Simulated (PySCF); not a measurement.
A PySCF script (with the pyscf-properties extension) for the NMR shieldings of SMILES C=CN(CC(C)C)N[SiH3], C6H16N2Si, on a GFN2-xTB geometry:

```python
import basis_set_exchange as bse
import numpy as np
from pyscf import gto, dft
from pyscf.prop import nmr

atoms = """
C    -2.272632   -1.601039    1.258293
C    -1.211262   -0.817721    1.436154
N    -0.770058    0.161847    0.586567
C     0.565887    0.694248    0.714204
C     1.697228   -0.297168    0.383374
C     1.630377   -0.750140   -1.072320
C     3.045798    0.353525    0.681238
N    -1.391400    0.344377   -0.650994
Si   -2.700313    1.464868   -0.780598
H    -2.891339   -1.547413    0.380405
H    -2.563176   -2.306580    2.013202
H    -0.612385   -0.895859    2.333290
H     0.694608    1.046266    1.743622
H     0.628974    1.555897    0.045661
H     1.580374   -1.176465    1.027205
H     0.737397   -1.343521   -1.251436
H     2.495209   -1.363192   -1.317055
H     1.615357    0.109329   -1.739254
H     3.856373   -0.342852    0.479667
H     3.107367    0.657094    1.724160
H     3.187221    1.233368    0.057268
H    -1.381424   -0.492157   -1.225166
H    -3.008759    1.438113   -2.209372
H    -3.897279    1.155264    0.008860
H    -2.153077    2.744053   -0.328850
"""
names = dict.fromkeys(["C", "N", "Si", "H"], "pcSseg-1")
basis = {el: gto.basis.parse(bse.get_basis(n, elements=[el], fmt="nwchem")) for el, n in names.items()}
mol = gto.M(atom=atoms, basis=basis, charge=0, verbose=0)
mf = dft.RKS(mol, xc="PBE0")
mf.grids.level = 2
mf.grids.alignment = dft.numint.BLKSIZE   # the property module wants whole blocks of grid points
mf.conv_tol = 1e-9
mf.kernel()

calc = nmr.RKS(mf)   # GIAO
C = mf.mo_coeff
Co = C[:, mf.mo_occ > 0]
resp = mf.gen_response(singlet=True, hermi=2)
def vind(x):   # induced exchange potential for any number of trial vectors
    d = np.einsum("pi,xij,qj->xpq", C, 2 * x.reshape(-1, C.shape[1], Co.shape[1]), Co, optimize=True)
    return np.einsum("xpq,pi,qj->xij", resp(d - d.transpose(0, 2, 1)), C, Co, optimize=True).ravel()
mo1, _ = nmr.rhf.solve_mo1(calc, with_cphf=vind)
sigma = calc.kernel(mo1)
for i, s in enumerate(sigma):   # ppm
    print("%2d %-2s %9.2f" % (i, mol.atom_pure_symbol(i), np.trace(s) / 3))
```

Q: What are the results?

A: 
```
 0 C     104.02
 1 C      43.04
 2 N     148.54
 3 C     118.51
 4 C     151.50
 5 C     163.30
 6 C     164.61
 7 N     189.62
 8 Si    411.33
 9 H      27.91
10 H      27.77
11 H      25.45
12 H      28.43
13 H      28.87
14 H      30.09
15 H      30.66
16 H      30.74
17 H      30.94
18 H      30.76
19 H      30.79
20 H      31.11
21 H      29.31
22 H      27.25
23 H      26.86
24 H      27.11
```

These numbers come from an equivalent density-fitted implementation of the same equations, which agrees with the script to about 0.01 ppm for H and up to a few tenths of a ppm for heavy atoms, so last digits may differ.

Q: Turn these shieldings into chemical shifts. Chemical shifts δ = σref − σ; $^{13}$C (σref 186.93) and $^{29}$Si (σref 349.16) and $^{1}$H (σref 31.72) against TMS; NH3 for $^{15}$N (σref 267.73), all at this level.

A: Averaging equivalent atoms: C 1: 143.9; C 0: 82.9; C 3: 68.4; C 4: 35.4; C 5/6: 23.0; N 2: 119.2; N 7: 78.1; Si 8: -62.2; H 11: 6.27; H 22/23/24: 4.64; H 10: 3.95; H 9: 3.81; H 12/13: 3.07; H 21: 2.41; H 14: 1.63; H 15/16/17/18/19/20: 0.88 ppm. Experimental scales use liquid or dissolved standards, which lie at an offset from isolated NH3 (liquid NH3: subtract about 20 ppm).

Size and cost of the density-fitted run: 240 basis functions, roughly 2.4 core-minutes.
